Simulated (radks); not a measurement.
Species: Tc. Configuration: [Kr] 4d5 5s2. Calculated with a radial shooting solver on a logarithmic mesh with Libxc functionals: Dirac Kohn-Sham, PBE, spin-unpolarised, spherical densities, point nucleus; open shells are shared between the two j in proportion to 2j + 1; speed of light set to 1370.36 atomic units (10 times the physical value, a model run).

Spin-orbit splittings of the eigenvalues, e(l+1/2) - e(l-1/2), with zeta = 2 splitting/(2l+1) and mean radii in bohr:

| shell | occ. | splitting (eV) | zeta (eV) | <r> j=l-1/2 | <r> j=l+1/2 |
|---|---|---|---|---|---|
| 2p | 6 | 1.115 | 0.7432 | 0.1325 | 0.1325 |
| 3p | 6 | 0.1851 | 0.1234 | 0.4214 | 0.4215 |
| 3d | 10 | 0.03821 | 0.01528 | 0.3984 | 0.3984 |
| 4p | 6 | 0.02759 | 0.01839 | 1.183 | 1.184 |
| 4d | 5 | 0.002940 | 0.001176 | 1.695 | 1.695 |
